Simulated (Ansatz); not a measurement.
Ansatz (a program for electronic structure) input:

Ansatz 0.2 input:
```yaml
crystal:
  periodic: [false, false, false]
  atoms:
    - {symbol: Hf, position_ang: [0.11165211, -0.07611599, 0.15421151]}
    - {symbol: O, position_ang: [0.89423775, 0.03190528, -1.41192347]}
    - {symbol: F, position_ang: [-1.68809485, 0.58056766, 0.02135096]}
basis:
  gaussian:
    orbitals: def2-TZVPD
hamiltonian:
  xc: {name: wB97X-V}
magnetization: {spin_polarized: true, initial_magnetization: 1}
output: {forces: true}
```

Problem. Which total energy does the run end on?

Solution. -223.14796 Eh (wB97X-V/def2-TZVPD). The basis has 123 functions.

The spin state was set by rule; other spins were not relaxed.
